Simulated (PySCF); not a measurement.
# Broadened absorption spectrum of C2H6O3Si

C2H6O3Si.
Structure used (GFN2-xTB), in Å, numbered top down from 1:
```xyz
12
C2H6O3Si angstrom
C      2.1012    0.0397    0.1904
C      0.6310   -0.2557    0.3178
O      0.1747   -1.0921    1.0596
O     -0.1079    0.4889   -0.4814
Si    -1.7765    0.4561   -0.6713
O     -2.4369   -0.6850    0.2553
H      2.6340   -0.3450    1.0549
H      2.4739   -0.4526   -0.7064
H      2.2576    1.1093    0.0825
H     -2.1811    1.7845   -0.2376
H     -1.9357    0.1317   -2.0799
H     -1.8330   -1.1806    0.8224
```

Theory: TDDFT PBE0/def2-SVPD, vertical, gas phase, core orbitals frozen in the response in PySCF.

Each state is given a Gaussian of 0.25 eV full width at half maximum, with ε(max) = 2.175×10⁸ f / Δν̃ (Δν̃ the width in cm⁻¹). The width is an assumption, not a result. The curve ends short of the highest state used, and states not computed would add to its high-energy end.

(E (eV), ε (L mol⁻¹ cm⁻¹)): (5.54, 0), (5.60, 1), (5.65, 4), (5.71, 13), (5.77, 32), (5.83, 58), (5.88, 76), (5.94, 77), (6.00, 58), (6.06, 31), (6.12, 12), (6.17, 4), (6.23, 1), (6.29, 0), (6.35, 0), (6.40, 0), (6.46, 0), (6.52, 0), (6.58, 0), (6.63, 0), (6.69, 0), (6.75, 0), (6.81, 0), (6.86, 0), (6.92, 0), (6.98, 0), (7.04, 4), (7.09, 21), (7.15, 118), (7.21, 484)

Question: Where are the band maxima, and which computed states make them?

Answer: 210 nm (5.91 eV), ε about 80, made up of S1 (100%) (ε in L mol⁻¹ cm⁻¹; maxima over ε = 5, shares over 10%). At its high-energy end, 7.21 eV, the curve is still rising (ε about 480, from S2). The states used: S1 5.91 eV (f 0.0007); S2 7.44 eV (f 0.048); S3 7.57 eV (f 0.039); S4 7.63 eV (f 0.016); S5 7.70 eV (f 0.0047); S6 7.81 eV (f 0.0039).

Question: What would ε be at 5.91 eV, the highest of these maxima, with half the width (0.125 eV)?

Answer: About 159 L mol⁻¹ cm⁻¹ against 79.8, a factor of about 1.99; a lone state at its own centre would give exactly 2.

Question: Coming from long wavelengths, where does ε first pass 100 L mol⁻¹ cm⁻¹?

Answer: At about 174 nm (7.14 eV), 1.23 eV above S1.

Time: 31 s; peak memory 0.74 GiB. Hardware: an Intel Xeon at 2.70 GHz with one thread, shared host with 64 logical CPUs at a one-minute load of 56.

One conformer stands for the species.
